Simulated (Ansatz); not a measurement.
```yaml
crystal:
  periodic: [false, false, false]
  atoms:
    - {symbol: Cl, position_ang: [0.224106, 2.607395, 0.266352]}
    - {symbol: Si, position_ang: [-0.585146, 0.601253, 0.176948]}
    - {symbol: B, position_ang: [0.907884, -0.819567, -0.273252]}
    - {symbol: Br, position_ang: [0.325947, -2.723381, -0.369987]}
    - {symbol: H, position_ang: [-1.693810, 0.576882, -0.919898]}
    - {symbol: H, position_ang: [-1.232909, 0.280515, 1.558894]}
    - {symbol: H, position_ang: [2.118397, -0.594392, -0.487149]}
basis:
  gaussian: {orbitals: cc-pVTZ, point_charges: [{charge: 2.00, position_ang: [6.713, -0.744, -0.457]}]}
magnetization: {spin_polarized: true, initial_magnetization: 6}
hamiltonian: {xc: {name: wPBEh}}
output: {forces: true}
```

```sh
$ ansatz run in.yaml --threads 2 --pin off --events-out ev --progress --plain --max-ram 4352MiB
```

It prints (some lines left out):

```
Functional definition: wPBEh
1388 factors; their error is unknown
89 factors; integrals over basis functions are off by at most 6.0e-7 eV
mean field evaluation 1: about -91126.9243 eV, gradient 4.3e1 eV
mean field evaluation 2: about -91032.6935 eV, gradient 1.1e2 eV
mean field evaluation 4: about -91118.1184 eV, gradient 4.6e1 eV
mean field evaluation 8: about -91143.0072 eV, gradient 1.3e0 eV
mean field evaluation 16: about -91143.3807 eV, gradient 1.1e-1 eV
mean field evaluation 32: about -91143.3810 eV, gradient 1.1e-5 eV
mean field -91143.38096155 eV, -3349.4574711344 hartree, gradient 2.0e-7 eV, S^2 12.012356; 10 other end points of the search recorded, 0 dependent functions left out
reference -91143.38100569 eV, -3349.4574727567 hartree; 40, 34 occupied and 143, 149 virtual orbitals, 1388 factors
Total energy: -91143.38100569 eV, -3349.4574727567 hartree
Atom 0 at     0.224106     2.607395     0.266352 Å, force     0.581283     2.384615     0.166489 eV/Å
Atom 1 at    -0.585146     0.601253     0.176948 Å, force    -1.234811    -1.586961     0.023549 eV/Å
Atom 2 at     0.907884    -0.819567    -0.273252 Å, force     1.124213     1.582580     0.064754 eV/Å
Atom 3 at     0.325947    -2.723381    -0.369987 Å, force    -0.808154    -3.266083    -0.245017 eV/Å
Atom 4 at    -1.693810     0.576882    -0.919898 Å, force    -0.101928     0.289864     0.184442 eV/Å
Atom 5 at    -1.232909     0.280515     1.558894 Å, force    -0.123358     0.305853    -0.099111 eV/Å
Atom 6 at     2.118397    -0.594392    -0.487149 Å, force     0.975233     0.267331    -0.080360 eV/Å
Dipole moment:    -1.078453     0.083739     0.169721 e Å
```

(1) Something in this input is off. What?

Answers

(1) The spin is set far too high for this molecule. The run converged. The result belongs to that input, not to the molecule as meant.
